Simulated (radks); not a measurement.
Be+, 3 electrons, occupied as 1s1.5 2s1 3s0.5 (fractional occupations, a model configuration).

All-electron calculation, Dirac Kohn-Sham, BLYP, spin-unpolarised, spherical densities, finite nucleus; Fermi nuclear charge, rms radius 2.519 fm. Program: a radial shooting solver on a logarithmic mesh with Libxc functionals.

Energy parts (hartree):
total: -12.03671
kinetic: 12.00215
electron-nucleus: -26.18693
Hartree: 4.11586
exchange-correlation: -1.96779

Orbitals (lengths in bohr, moments of r in powers of bohr; r(max) is where P^2 peaks):
orbital	occ.	eigenvalue (hartree)	r(max)	<1/r>	<r^4>
1s1/2	1.5	-5.12466	0.2586	3.799	0.1265
2s1/2	1	-0.66593	1.662	0.7204	40.11
2p1/2	0	-0.52514	1.498	0.6634	43.37
2p3/2	0	-0.52502	1.498	0.6632	43.40
3s1/2	0.5	-0.19425	5.102	0.2548	1793

The highest occupied level is 3s1/2 at -5.286 eV. The configuration is held as typed, so some empty levels lie below it. The electron density at the nucleus is 29.49 e/bohr^3. Summed over all electrons, <r^2> = 22.51 bohr^2, which gives a Langevin (diamagnetic) susceptibility term of -17.8 x 10^-6 cm^3/mol. The density falls to 0.001 e/bohr^3 at r = 3.41 bohr.
